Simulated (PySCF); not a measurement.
C3H5O, SMILES CC[C]=O, multiplicity 2. Coordinates come from a r2SCAN-D4/def2-SVP optimisation. The isomer is the one that the SMILES or the coordinates give; other isomers of the formula were not compared. One conformer was computed; it need not be the lowest.

Q: Give the equilibrium geometry at r2SCAN-D4/def2-SVP (PySCF confirms it by a frequency run) as bond lengths and angles. (Estimate from the structure and the level; the computed values follow.)

A: One answer among several that fit: 
Atoms: C1 C2 C3 O4 H5 H6 H7 H8 H9. Bond lengths (Å): C1–C2 1.522, C1–H5 1.100, C1–H6 1.101, C1–H7 1.100, C2–C3 1.512, C2–H8 1.106, C2–H9 1.107, C3–O4 1.185. Angles (°): C2–C1–H5 110.7, C2–C1–H6 111.1, C2–C1–H7 111.0, H5–C1–H6 107.9, H5–C1–H7 108.3, H6–C1–H7 107.7, C1–C2–C3 114.1, C1–C2–H8 112.7, C1–C2–H9 110.7, C3–C2–H8 107.9, C3–C2–H9 104.3, H8–C2–H9 106.4, C2–C3–O4 128.3.
Charge 0, spin multiplicity 2.
